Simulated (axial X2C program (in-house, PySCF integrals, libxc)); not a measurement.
## Worked dissociation energy of SbH⁻: MP2, with spin–orbit coupling

Calculated with an in-house relativistic program for diatomic molecules. Two-component (2c) means X2C with spin–orbit coupling and atomic mean-field two-electron Coulomb and Gaunt terms. Basis: Sb dyall-acv3z [12s13p9d5f1g], H dyall-av3z [7s3p2d] (cores contracted in-house); Gaussian nuclei, density fitting, unrestricted open shells. Masses: Sb 120.904 u, H 1.008 u.

Molecular state: Ω = 3/2 (⟨Sz⟩ = 0.50, ⟨Lz⟩ = 1.00 at HF).

Correlated methods: 7 electrons correlated (number of frozen shells: Sb 4 s, 3 p, 2 d; H none), 239 virtual spin orbitals or spinors in MP2.

| Property | Result |
| --- | --- |
| E(Sb-) (2M_J = 4) | -6475.402478 hartree |
| E(H) (2M_J = 1) | -0.500005 hartree |
| E(SbH⁻) at Re | -6475.998435 hartree |
| ωe | 1860.2 cm⁻¹ |
| ωexe | 32.8 cm⁻¹ |

Q: Work out De and D0.

A: De = -6475.402478 + (-0.500005) − (-6475.998435) = 0.09595 hartree = 2.611 eV. The zero-point energy is ωe/2 − ωexe/4 = 922 cm⁻¹ = 0.114 eV, so D0 = 2.497 eV.

Occupations by symmetry block were frozen at the best pattern of an incomplete PBE0 search. Dissociation energies refer to the lowest single-determinant-based atoms at the same level and basis. With the outer-core shells frozen, correlated bond lengths of heavy atoms tend to come out a few hundredths of an ångström too long.

Each atomic determinant is the lowest at this level and need not be a pure J level. Totals compare only within one Hamiltonian and basis.
